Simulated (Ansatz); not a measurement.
Abridged output of a molecular run in Ansatz:

```
Functional definition: HF
1003 factors; integrals over basis functions are off by at most 1.4e-3 eV
mean field evaluation 1: about -24532.6483 eV, gradient 3.7e1 eV
mean field evaluation 2: about -24532.6531 eV, gradient 3.7e1 eV
mean field evaluation 4: about -24535.7584 eV, gradient 3.5e0 eV
mean field evaluation 8: about -24535.7941 eV, gradient 8.6e-5 eV
mean field -24535.79405175 eV, -901.6738004433 hartree, gradient 1.9e-6 eV, S^2 0.000000; 0 other end points of the search recorded, 0 dependent functions left out
13 core orbitals not correlated: weight in the atoms' cores, before any rotation towards them, 1.000 or more for the frozen orbitals, at most 0.000 for the correlated occupied ones
reference -24535.79405175 eV, -901.6738004433 hartree; 15, 15 occupied and 75, 75 virtual orbitals, 1003 factors
second order -18.37128395 eV of doubles, -0.00000000 eV of singles
cycle   1  -19.14870124 eV  change   -7.8e-1 eV  update   9.3e-2
cycle   2  -19.61758555 eV  change   -4.7e-1 eV  update   2.9e-2
cycle   3  -19.72153039 eV  change   -1.0e-1 eV  update   1.4e-2
cycle   4  -19.71963020 eV  change    1.9e-3 eV  update   3.6e-3
cycle   5  -19.71958877 eV  change    4.1e-5 eV  update   1.3e-3
cycle   6  -19.71980298 eV  change   -2.1e-4 eV  update   3.5e-4
cycle   7  -19.71974263 eV  change    6.0e-5 eV  update   1.2e-4
cycle   8  -19.71974620 eV  change   -3.6e-6 eV  update   3.6e-5
perturbative correction -0.54885740 eV, -0.0201701376 hartree
Total energy: -24556.06265535 eV, -902.4186578872 hartree
```

Its atoms:

Cartesian coordinates in Å:
```
C -0.2033 -1.3192 0.9997
C 0.6376 -0.3467 0.6569
Si 0.3390 0.7432 -0.8057
O -1.1709 0.5609 -1.4065
Cl 0.6476 2.6874 -0.1902
H -0.0271 -1.9614 1.8579
H -1.1067 -1.5176 0.4297
H 1.5319 -0.1905 1.2573
H 1.2584 0.4866 -1.9314
H -1.9065 0.8574 -0.8676
```

(1) Which basis set was used?
A. cc-pV(Q+d)Z
B. def2-TZVPPD
C. def2-QZVPP
D. def2-SVP

(2) Write the keys of the input that set method, charge and spin (a neutral closed shell needs none for the last two).

## Answers

(1) D. It gives 103 functions.

(2) 
```yaml
correlation: {method: ccsd_t}
```
